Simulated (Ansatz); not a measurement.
`C[SiH](Cl)[SbH2]` + H₂ → `[SbH3]` + `C[SiH2]Cl` at 500 K and 1 bar (hydrogenolysis of the Sb–Si bond).

Computed with Ansatz on PBE0-D4/def2-TZVP structures; ΔE is electronic, products minus reactants. CCSD(T)/CBS adds triple-zeta CCSD(T) − MP2 to the extrapolated MP2 energy (def2 sets, frozen cores). This one scheme is used for every species. Elements past krypton have def2 core potentials. For Sb outer-core shells are correlated without core-valence functions, which leaves a few kJ/mol of doubt a bond.

```
           species  CCSD(T)/CBS energy (Eh)  H − E (kJ/mol)  S (J/(mol·K))
`C[SiH](Cl)[SbH2]`              -1030.59494           210.0          444.9
                H₂                 -1.17544            41.0          145.5
          `[SbH3]`               -241.78682            70.2          256.6
       `C[SiH2]Cl`               -789.97638           179.1          344.9
```

H − E and S are ideal-gas, rigid-rotor, harmonic terms from PBE0-D4/def2-TZVP, for one conformer and one mirror image of each species. The MP2-based limit puts H₂ 0.8 mEh under its directly extrapolated value; such offsets cancel only in part. 1 Eh = 2625.50 kJ/mol, R = 8.31446 J/(mol·K).

**Question.** By hand: ΔE, ΔH, ΔS and ΔG.

**Answer.** ΔE = (-241.78682) + (-789.97638) − (-1030.59494) − (-1.17544) = 0.00718 Eh = 18.9 kJ/mol. Δ(H − E) = 70.2 + 179.1 − 210.0 − 41.0 = -1.7, so ΔH = 17.2 kJ/mol. ΔS = 256.6 + 344.9 − 444.9 − 145.5 = 11.1 J/(mol·K). ΔG = 17.2 − 500 × (11.1)/1000 = 11.6 kJ/mol.

**Question.** By hand: the equilibrium constant, and the temperature at which ΔG would vanish if ΔH and ΔS stayed fixed.

**Answer.** log₁₀ K = −ΔG/(RT ln 10) = -1.2. ΔG = 0 at ΔH/ΔS = 1550 K, though so small a ΔS makes that figure unsure.

The number of gas molecules stays the same, so ΔS is small and ΔH decides. A doubt of 5 kJ/mol in ΔE shifts log₁₀ K by 0.5 here. Other conformers and mirror images would add mixing entropy, several J/(mol·K) or more a flexible species. These are equilibria of isolated gas molecules and say nothing of rates. Largest T1 diagnostic: 0.014 (customary marks: 0.02 for closed shells, 0.045 for open ones).
